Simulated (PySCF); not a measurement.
Species: sum formula HSO₃, net charge 0, doublet state. It need not be the lowest isomer of its formula. SMILES: [O][SH](=O)=O
Geometry: optimised at B3LYP-D3(BJ)/def2-TZVP (Ansatz).

Dispersion corrections to the total energy (kcal/mol) from the dftd3 and dftd4 libraries through PySCF: D3(BJ) without and D4 with the three-body term, each with the damping fitted for the functional named.

| functional | D3(BJ) | D4 |
|---|---|---|
| PBE0 | -1.68 | -1.75 |
| CAM-B3LYP | -1.47 | ___ |
| B3LYP | -3.60 | -3.48 |
| PW6B95 | ___ | -2.01 |
| B2GP-PLYP | ___ | -0.85 |
| TPSSh | -2.26 | -2.61 |
| TPSS | -2.50 | -2.91 |

### Question
Some entries are withheld; supply them.

### Answer

- CAM-B3LYP, D4: -1.73
- PW6B95, D3(BJ): -0.94
- B2GP-PLYP, D3(BJ): -1.33
